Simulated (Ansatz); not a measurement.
## Nudged elastic band run: Cl₄H₄NOTa

The input (input.yaml):

```yaml
crystal:
  periodic: [false, false, false]
  atoms:
    - { symbol: Ta, position_ang: [0.108257, 0.013568, 0.193229] }
    - { symbol: O, position_ang: [1.855743, -0.75426, 0.355749] }
    - { symbol: H, position_ang: [2.321447, -1.177365, 1.098746] }
    - { symbol: Cl, position_ang: [-0.027541, -0.325512, 2.566008] }
    - { symbol: Cl, position_ang: [0.661453, 0.930539, -1.905078] }
    - { symbol: Cl, position_ang: [-1.814528, 1.403549, 0.404126] }
    - { symbol: Cl, position_ang: [-1.031602, -1.866724, -0.526412] }
    - { symbol: "N", position_ang: [1.17249, 2.012036, 0.897995] }
    - { symbol: H, position_ang: [1.280806, 2.017354, 1.922595] }
    - { symbol: H, position_ang: [0.598246, 2.829409, 0.64766] }
    - { symbol: H, position_ang: [2.101831, 2.137004, 0.472983] }
basis:
  gaussian: { orbitals: def2-SVP }
hamiltonian:
  xc: pbe
neb:
  order_check: false
  images: 6
  f_tol: 0.03
  max_iterations: 60
  climbing: false
  final_atoms:
    - { symbol: Ta, position_ang: [-0.0689667, 0.55275802, 0.36516892] }
    - { symbol: O, position_ang: [2.15586224, -0.23171397, 0.40574237] }
    - { symbol: H, position_ang: [2.04240195, -1.16667693, 0.11314158] }
    - { symbol: Cl, position_ang: [0.12488043, 0.04146296, 2.68258219] }
    - { symbol: Cl, position_ang: [0.46874573, 1.17193665, -1.82965247] }
    - { symbol: Cl, position_ang: [-2.33108861, 0.99652454, 0.3409639] }
    - { symbol: Cl, position_ang: [-0.24698001, -1.78663965, -0.23837764] }
    - { symbol: "N", position_ang: [0.70343098, 2.31827795, 0.88084018] }
    - { symbol: H, position_ang: [0.86142869, 2.62962723, 1.84607897] }
    - { symbol: H, position_ang: [1.09721955, 2.99113541, 0.21325098] }
    - { symbol: H, position_ang: [2.41966774, -0.29709421, 1.34786202] }
  initial_path:
    images:
      - { positions_ang: [[0.108257, 0.013568, 0.193229], [1.855743, -0.75426, 0.355749], [2.321447, -1.177365, 1.098746], [-0.027541, -0.325512, 2.566008], [0.661453, 0.930539, -1.905078], [-1.814528, 1.403549, 0.404126], [-1.031602, -1.866724, -0.526412], [1.17249, 2.012036, 0.897995], [1.280806, 2.017354, 1.922595], [0.598246, 2.829409, 0.64766], [2.101831, 2.137004, 0.472983]] }
      - { positions_ang: [[0.0841396, 0.01631039, 0.12316396], [2.00886847, -0.53379994, 0.26813168], [2.4279687, -0.99634776, 1.02263367], [-0.04300365, -0.25259788, 2.52257023], [0.50942427, 0.69799794, -2.08019089], [-1.64130241, 1.62072308, 0.28192643], [-1.08309118, -1.93659258, -0.42908775], [1.05003166, 1.97787371, 1.03454791], [1.21333609, 1.92961577, 2.0521142], [0.64258388, 2.84390882, 0.74581161], [2.05764656, 1.85250645, 0.58597996]] }
      - { positions_ang: [[0.0600222, 0.01905277, 0.05309891], [2.16199395, -0.31333987, 0.18051437], [2.53449039, -0.81533051, 0.94652133], [-0.05846629, -0.17968376, 2.47913247], [0.35739555, 0.46545688, -2.25530379], [-1.46807681, 1.83789716, 0.15972685], [-1.13458036, -2.00646117, -0.3317635], [0.92757332, 1.94371142, 1.17110083], [1.14586618, 1.84187755, 2.1816334], [0.68692176, 2.85840863, 0.84396322], [2.01346212, 1.56800889, 0.69897691]] }
      - { positions_ang: [[0.0359048, 0.02179516, -0.01696613], [2.31511942, -0.09287981, 0.09289705], [2.64101209, -0.63431327, 0.870409], [-0.07392894, -0.10676964, 2.4356947], [0.20536682, 0.23291581, -2.43041668], [-1.29485122, 2.05507124, 0.03752728], [-1.18606954, -2.07632975, -0.23443925], [0.80511498, 1.90954913, 1.30765374], [1.07839627, 1.75413932, 2.31115259], [0.73125964, 2.87290845, 0.94211483], [1.96927768, 1.28351134, 0.81197387]] }
      - { positions_ang: [[0.01058713, 0.0988223, 0.00759671], [2.3579936, -0.01823037, 0.10003896], [2.60114851, -0.6327864, 0.72960836], [-0.05215445, -0.05434464, 2.45234816], [0.17783721, 0.26740119, -2.4196416], [-1.36864559, 1.99692489, 0.02850412], [-1.07398069, -2.06488913, -0.19329148], [0.73810655, 1.95329799, 1.30520305], [1.01848522, 1.84160692, 2.30022173], [0.80254157, 2.89601222, 0.8800564], [2.01468293, 0.93578302, 0.93695658]] }
      - { positions_ang: [[-0.01593081, 0.25013421, 0.12678745], [2.29061648, -0.08939157, 0.2019401], [2.41489966, -0.81074991, 0.52411944], [0.00685718, -0.02240878, 2.52909284], [0.27480672, 0.56891301, -2.22297856], [-1.68945993, 1.66345811, 0.13265738], [-0.79831379, -1.9721393, -0.2083202], [0.72654802, 2.07495797, 1.16374876], [0.96613305, 2.10428036, 2.14884081], [0.90076757, 2.92771995, 0.65778792], [2.14967787, 0.52482395, 1.07392506]] }
      - { positions_ang: [[-0.04244876, 0.40144611, 0.24597818], [2.22323936, -0.16055277, 0.30384124], [2.22865081, -0.98871342, 0.31863051], [0.0658688, 0.00952709, 2.60583752], [0.37177622, 0.87042483, -2.02631551], [-2.01027427, 1.32999133, 0.23681064], [-0.5226469, -1.87938948, -0.22334892], [0.7149895, 2.19661796, 1.02229447], [0.91378087, 2.36695379, 1.99745989], [0.99899356, 2.95942768, 0.43551945], [2.2846728, 0.11386487, 1.21089354]] }
      - { positions_ang: [[-0.0689667, 0.55275802, 0.36516892], [2.15586224, -0.23171397, 0.40574237], [2.04240195, -1.16667693, 0.11314158], [0.12488043, 0.04146296, 2.68258219], [0.46874573, 1.17193665, -1.82965247], [-2.33108861, 0.99652454, 0.3409639], [-0.24698001, -1.78663965, -0.23837764], [0.70343098, 2.31827795, 0.88084018], [0.86142869, 2.62962723, 1.84607897], [1.09721955, 2.99113541, 0.21325098], [2.41966774, -0.29709421, 1.34786202]] }
```

Launched with:

```bash
$ ansatz run input.yaml --threads 4 --pin off --max-ram 5120MiB --backend cpu --events-out ev --progress --plain --runs-dir out
```

Output, in part (warnings, iteration lines, the closing report on the highest movable image, with atoms numbered from 0):

```
NEB end point (image 0): max|allowed force component| = 1.091e-2 eV/Å (the criterion of neb.relax_end_points is 1.000e-2)
NEB end point (image 7): max|allowed force component| = 1.079e-2 eV/Å (the criterion of neb.relax_end_points is 1.000e-2)
NEB iter   1: max|band force component| = 1.586e1 eV/Å  barrier→ = 4.8400 eV  barrier← = 4.0157 eV  Δτ_max = 0.2000 Å  (346 SCF iters)
NEB iter   2: max|band force component| = 3.727e0 eV/Å  barrier→ = 2.8304 eV  barrier← = 2.0060 eV  Δτ_max = 0.2000 Å  (251 SCF iters)
NEB iter   3: max|band force component| = 5.788e0 eV/Å  barrier→ = 2.0014 eV  barrier← = 1.1770 eV  Δτ_max = 0.0993 Å  (236 SCF iters)
NEB iter   4: max|band force component| = 1.321e0 eV/Å  barrier→ = 1.6979 eV  barrier← = 0.8736 eV  Δτ_max = 0.2000 Å  (222 SCF iters)
NEB iter   5: max|band force component| = 9.551e-1 eV/Å  barrier→ = 1.5377 eV  barrier← = 0.7133 eV  Δτ_max = 0.2000 Å  (231 SCF iters)
NEB iter   6: max|band force component| = 1.077e0 eV/Å  barrier→ = 1.3840 eV  barrier← = 0.5596 eV  Δτ_max = 0.1006 Å  (216 SCF iters)
NEB iter   7: max|band force component| = 7.465e-1 eV/Å  barrier→ = 1.2890 eV  barrier← = 0.4646 eV  Δτ_max = 0.1005 Å  (214 SCF iters)
NEB iter   8: max|band force component| = 7.139e-1 eV/Å  barrier→ = 1.2195 eV  barrier← = 0.3951 eV  Δτ_max = 0.1014 Å  (211 SCF iters)
NEB iter   9: max|band force component| = 6.928e-1 eV/Å  barrier→ = 1.1732 eV  barrier← = 0.3489 eV  Δτ_max = 0.2000 Å  (206 SCF iters)
NEB iter  10: max|band force component| = 4.231e-1 eV/Å  barrier→ = 1.1288 eV  barrier← = 0.3044 eV  Δτ_max = 0.2000 Å  (206 SCF iters)
NEB iter  11: max|band force component| = 4.735e-1 eV/Å  barrier→ = 1.1236 eV  barrier← = 0.2992 eV  Δτ_max = 0.0999 Å  (201 SCF iters)
NEB iter  12: max|band force component| = 2.636e-1 eV/Å  barrier→ = 1.0932 eV  barrier← = 0.2688 eV  Δτ_max = 0.0717 Å  (193 SCF iters)
NEB iter  13: max|band force component| = 1.905e-1 eV/Å  barrier→ = 1.0728 eV  barrier← = 0.2485 eV  Δτ_max = 0.0749 Å  (194 SCF iters)
NEB iter  14: max|band force component| = 1.750e-1 eV/Å  barrier→ = 1.0467 eV  barrier← = 0.2223 eV  Δτ_max = 0.1001 Å  (197 SCF iters)
NEB iter  15: max|band force component| = 2.947e-1 eV/Å  barrier→ = 1.0184 eV  barrier← = 0.1941 eV  Δτ_max = 0.0468 Å  (205 SCF iters)
NEB iter  16: max|band force component| = 1.571e-1 eV/Å  barrier→ = 1.0065 eV  barrier← = 0.1822 eV  Δτ_max = 0.0245 Å  (195 SCF iters)
NEB iter  17: max|band force component| = 6.089e-2 eV/Å  barrier→ = 1.0036 eV  barrier← = 0.1792 eV  Δτ_max = 0.0170 Å  (198 SCF iters)
NEB iter  18: max|band force component| = 5.040e-2 eV/Å  barrier→ = 1.0026 eV  barrier← = 0.1782 eV  Δτ_max = 0.0166 Å  (202 SCF iters)
NEB iter  19: max|band force component| = 2.623e-2 eV/Å  barrier→ = 1.0026 eV  barrier← = 0.1782 eV  Δτ_max = 0.0000 Å  (391 SCF iters)
Total energy: -55210.91159286 eV, -2028.9635777375 hartree
Atom 0 at    -0.157005     0.417578     0.265055 Å, force    -0.027078     0.074023     0.009364 eV/Å
Atom 1 at     2.085749    -0.330023     0.362949 Å, force     0.047343     0.015663     0.004091 eV/Å
Atom 2 at     2.218217    -0.868513     1.171081 Å, force    -0.015603    -0.062942    -0.072000 eV/Å
Atom 3 at    -0.106437    -0.271341     2.538083 Å, force     0.009278     0.031143     0.012424 eV/Å
Atom 4 at     0.453947     1.196631    -1.859125 Å, force     0.004992     0.007945     0.009067 eV/Å
Atom 5 at    -2.304661     1.243236     0.300876 Å, force    -0.034667    -0.019987    -0.017918 eV/Å
Atom 6 at    -0.538071    -1.777373    -0.508711 Å, force     0.038798     0.027601     0.038353 eV/Å
Atom 7 at     0.952498     2.001729     0.935969 Å, force    -0.102477     0.044831     0.005383 eV/Å
Atom 8 at     1.071708     2.231008     1.929100 Å, force    -0.032717     0.039362     0.004607 eV/Å
Atom 9 at     1.279403     2.767773     0.337234 Å, force    -0.027099     0.030357    -0.002977 eV/Å
Atom 10 at     2.271256     0.608893     0.655090 Å, force     0.139231    -0.187996     0.009605 eV/Å
Dipole moment:     0.706838     0.404893     0.431016 e Å
```

The run converged. No image climbed, so the highest image needn't sit at the top of the path. The orbitals stay closed-shell, which can raise the energy where a bond breaks towards radicals; this wasn't checked here.

Final band (atoms are numbered from 1 in the order of the input):

```tsv
image	path coordinate (Å)	energy (kJ/mol)	N8–H11 (Å)	O2–H11 (Å)
0	0.00	0.0	1.03	2.90
1	0.68	0.7	1.03	2.70
2	1.37	13.3	1.03	2.17
3	2.05	87.8	1.17	1.49
4	2.74	96.7	1.94	1.00
5	3.42	87.6	2.46	0.98
6	4.11	82.5	2.83	0.98
7	4.79	79.5	3.16	0.98
```

Run time: 3 min on 4 threads of Intel(R) Xeon(R) 6975P-C (Granite Rapids), with other jobs on the host, peak memory 0.28 GiB.
